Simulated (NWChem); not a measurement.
System: SiH3O4, doublet; SMILES [O][Si](O)(O)O

```xyz
8

O     -0.2921     1.0186    -1.3392
Si    -0.0257    -0.0043    -0.0493
O     -1.3552    -0.9542     0.1121
O      1.2587    -1.0240    -0.1535
O      0.2735     1.0646     1.1755
H     -1.1648    -1.8775     0.3333
H      2.1350    -0.6158    -0.1171
H     -0.4048     1.7403     1.3220
```
Atoms are numbered in this order, from 1.

Computed with NWChem. Spin-unrestricted. The radical's symmetric form is orbitally degenerate, so geometry and low modes hang on which distorted state is reached. All runs use the structure optimised with B3LYP/6-31G* (spherical d), spin-unrestricted. No stability test was run on the SCF state. B3LYP is NWChem's, with the RPA form of VWN correlation. Atomic charges in e: unrestrained fits to the electrostatic potential beside Mulliken populations; buried atoms are poorly determined by the fit.

Task: What does the run give for B3LYP/def2-SVP? Quantities: ESP O1; Mulliken O1; ESP Si2; Mulliken Si2; ESP O3; Mulliken O3; ESP O4; Mulliken O4; ESP O5; Mulliken O5; relative RMS misfit of the potential (%).

Result: The ESP O1 is -0.41. The Mulliken O1 is -0.30 and the ESP Si2 is 1.34. The Mulliken Si2 is 0.84, the ESP O3 comes out as -0.72 and the Mulliken O3 is -0.38. The ESP O4 comes out as -0.74. The Mulliken O4 comes out as -0.40, the ESP O5 is -0.73 and the Mulliken O5 is -0.38. The relative RMS misfit of the potential (%) is 19.
